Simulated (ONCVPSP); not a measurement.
**caesium: one change to an ONCV potential, before and after**

* Element: Cs (Z = 55)
* Generator: ONCVPSP 4.0.1
* Type: optimised norm-conserving Vanderbilt (ONCV)
* Functional: PBE
* Relativity: scalar-relativistic
* Frozen core: [Kr] 4d10
* Valence charge: 9
* Reference configuration: 5s2 5p6 6s0.5 6p0.5
* Partial waves: 5s+6s: rc 3.30 bohr, ncon 3, nbas 6, qcut 3.4 1/bohr, 2 projectors; 5p+6p: rc 3.30 bohr, ncon 3, nbas 7, qcut 3.4 1/bohr, 2 projectors; d scattering state at 0.09 Ha: rc 3.65 bohr, ncon 4, nbas 8, qcut 2.9 1/bohr, 3 projectors, debl 2.4 Ha
* Local potential: polynomial inside 3.25 bohr (lpopt 5, dvloc0 6 Ha)
* Core correction: Teter function fitted to the true core (icmod 2), fcfact 0.65

In the d channel the program set the typed energies aside and used 0.050, 2.450, 4.850 Ha.

All-electron outer shells of the reference configuration (PBE, scalar-relativistic, ld1.x):

```json
{"shell": "4d", "level (eV)": "-74.90", "outermost node (bohr)": "0.33", "outermost maximum (bohr)": "0.72"}
{"shell": "5s", "level (eV)": "-27.38", "outermost node (bohr)": "0.82", "outermost maximum (bohr)": "1.54"}
{"shell": "5p", "level (eV)": "-14.15", "outermost node (bohr)": "0.89", "outermost maximum (bohr)": "1.79"}
{"shell": "6s", "level (eV)": "-2.41", "outermost node (bohr)": "2.10", "outermost maximum (bohr)": "4.68"}
{"shell": "6p", "level (eV)": "-1.04", "outermost node (bohr)": "2.60", "outermost maximum (bohr)": "6.81"}
```

Change: p: rc 4.88.

Cutoffs: the cutoffs (Ha) at which the residual kinetic energy of the hardest occupied pseudo-wave falls to 1 and 0.1 mHa per electron; they do not see the model core or the augmentation charge, which bear on the density cutoff. Errors are all-electron minus pseudo energies relative to the spin-unpolarised reference configuration.

Task: How do hardness, ghosts and transferability respond?

Result: The potential gets softer (3.8 Ha and 4.7 Ha → 3.2 Ha and 3.8 Ha); of the 4 tests that both files solve, the error grows in 3 and shrinks in 0 by more than 15 % and 0.3 meV (median size 0.1 → 1.0 meV); neither file shows a bound ghost. A larger radius leaves more room for a smooth pseudo-wave, so fewer plane waves are needed. More of the atom is replaced by a form fitted at one configuration, so other configurations suffer.

| quantity | base | changed |
| --- | --- | --- |
| cutoff, loose | 3.8 Ha | 3.2 Ha |
| cutoff, tight | 4.7 Ha | 3.8 Ha |
| loose cutoff by channel | s 2.2 Ha, p 3.8 Ha | s 2.2 Ha, p 3.2 Ha |
| bound ghosts | none | none |
| GHOST(+) flags under 300 eV | none | none |
| error for 5s2 5p6 6s1 6p0, meV [ΔE -0.68 eV] | -0.1 | -1.0 |
| error for 5s2 5p6 6s0 6p0, meV [ΔE 3.18 eV] | -0.3 | -3.6 |
| error for 5s2 5p6 6s0.5 6p0, meV [ΔE 0.79 eV] | -0.1 | -0.2 |
| error for 5s2 5p6 6s0 6p1, meV [ΔE 0.69 eV] | 0.0 | -0.9 |
| s: phases at 3.36 bohr within 0.05 rad from the reference energy up to (Ha; the scan ends near 5) | 1.8 | 1.8 |
| d: phases at 3.70 bohr within 0.05 rad from the reference energy up to (Ha; the scan ends near 5) | to the end of the scan | to the end of the scan |
| rms error of d²Exc/dni dnj with the model core, mHa | 1.48 | 1.60 |

Base: The cutoffs count occupied waves only; projector 2 of the d channel, the hardest unoccupied one, needs 13 Ha at the loose tolerance. Changed file: The cutoffs count occupied waves only; projector 2 of the d channel, the hardest unoccupied one, needs 13 Ha at the loose tolerance.
